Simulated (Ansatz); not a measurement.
Reaction (formal exchange of groups at a C–O bond): `CC[O][Zr]([OH])([O]CC)[O]CC` + `CCCCCCC` → `CCCCCCCCC` + `CC[O][Zr]([OH])([OH])[O]CC`

Gas-phase electronic energies from Ansatz, PBE0-D4/def2-TZVP geometries. CCSD(T)/CBS adds triple-zeta CCSD(T) − MP2 to the extrapolated MP2 energy (def2 sets, frozen cores). Elements past krypton have def2 core potentials. For Zr outer-core shells are correlated without core-valence functions, which leaves a few kJ/mol of doubt a bond. One conformer a species, not always the lowest.

```json
{"species": "`CC[O][Zr]([OH])([O]CC)[O]CC`", "CCSD/def2-TZVPP energy (Eh)": "-585.41063"}
{"species": "`CCCCCCC`", "CCSD/def2-TZVPP energy (Eh)": "-275.82496"}
{"species": "`CCCCCCCCC`", "CCSD/def2-TZVPP energy (Eh)": "-354.28600"}
{"species": "`CC[O][Zr]([OH])([OH])[O]CC`", "CCSD/def2-TZVPP energy (Eh)": "-506.95649"}
```

Task: Work out ΔE.

Result: ΔE = (-354.28600) + (-506.95649) − (-585.41063) − (-275.82496) = -0.00690 Eh = -18.1 kJ/mol. CCSD(T)/CBS gives -22.6 kJ/mol.

Largest T1 diagnostic among the species: 0.015.

In def2-TZVPP, CCSD(T) changes the Hartree–Fock value by −16.7 kJ/mol (the triples alone add −0.5 kJ/mol) and MP2 by −22.7 kJ/mol. The D4 term adds −7.5 kJ/mol with B3LYP and −4.2 kJ/mol with PBE0; it sums over pairs of atoms, weighted by their polarisabilities, and B3LYP, whose exchange is more repulsive, gets the larger term. From PBE to PBE0 (25 % exact exchange), in def2-TZVPP and without D4, ΔE moves by −3.7 kJ/mol.

B3LYP here is the variant with VWN-RPA as its local correlation; programs differ in this.
